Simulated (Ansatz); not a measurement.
Geometry optimisation, RHF/6-31G* in Ansatz.

Input:

```yaml
crystal:
  periodic: [false, false, false]
  atoms:
    - { symbol: Al, position_ang: [0.0, 0.0, 0.0] }
    - { symbol: O, position_ang: [0.0, 0.0, 1.78] }
    - { symbol: Si, position_ang: [-1.3147, -0.4067, 2.7436] }
    - { symbol: H, position_ang: [-2.239, -1.2403, 1.9804] }
    - { symbol: H, position_ang: [-0.8506, -1.1432, 3.9157] }
    - { symbol: H, position_ang: [-1.9987, 0.8095, 3.1733] }
    - { symbol: H, position_ang: [1.351, 0.0, -0.78] }
    - { symbol: O, position_ang: [-1.5415, 0.0, -0.89] }
    - { symbol: Si, position_ang: [-2.6907, -1.2238, -0.8267] }
    - { symbol: H, position_ang: [-2.2881, -2.2198, 0.162] }
    - { symbol: H, position_ang: [-3.9833, -0.6595, -0.4496] }
    - { symbol: H, position_ang: [-2.8007, -1.8572, -2.1376] }
basis:
  gaussian: { orbitals: "6-31G*" }
hamiltonian:
  xc: hf
relax:
  f_tol: 0.02
  max_steps: 40
```

Launched with:

```bash
$ ansatz run input.yaml --threads 2 --pin off --max-ram 3072MiB --backend cpu --events-out ev --progress --plain --runs-dir out
```

Problem. Where does it end, and by what steps?

Solution. The forces met the threshold. The force dipped under the threshold on the way, but the program's further checks kept it going. After 25 steps the energy has fallen by 0.776 eV; H4 moved furthest, 1.78 Å.

```
step  energy less start (eV)  largest force component (eV/Å)  accepted
   0                  0.0000                           1.604       yes
   1                 -0.3311                           1.087       yes
   2                 -0.5133                           0.798       yes
   3                 -0.6239                           0.286       yes
   4                 -0.6916                           0.132       yes
   5                 -0.7309                           0.054       yes
   6                 -0.7469                           0.135       yes
   7                 -0.7453                           0.265        no
   8                 -0.7546                           0.052       yes
   9                 -0.7594                           0.039       yes
  10                 -0.7628                           0.183       yes
  11                 -0.7650                           0.285       yes
  12                 -0.7674                           0.110       yes
  13                 -0.7705                           0.020       yes
  14                 -0.7696                           0.203        no
  15                 -0.7719                           0.101       yes
  16                 -0.7727                           0.092       yes
  17                 -0.7735                           0.052       yes
  18                 -0.7743                           0.015       yes
  19                 -0.7750                           0.036       yes
  20                 -0.7751                           0.106       yes
  21                 -0.7754                           0.052       yes
  22                 -0.7755                           0.023       yes
  23                 -0.7756                           0.020       yes
  24                 -0.7756                           0.025       yes
  25                 -0.7756                           0.016       yes
```

```xyz
12
Properties=species:S:1:pos:R:3
Al -0.397 -0.209 0.199
O -0.642 -0.118 1.861
Si -1.004 -0.087 3.444
H -2.249 -0.835 3.711
H 0.084 -0.699 4.231
H -1.190 1.305 3.900
H 0.940 0.315 -0.426
O -1.590 -0.865 -0.788
Si -2.791 -1.529 -1.658
H -2.968 -2.948 -1.292
H -4.061 -0.818 -1.411
H -2.487 -1.454 -3.100
```

Run time: 42 s on 2 threads of Arm Neoverse V1 (shared host), peak memory 0.21 GiB.
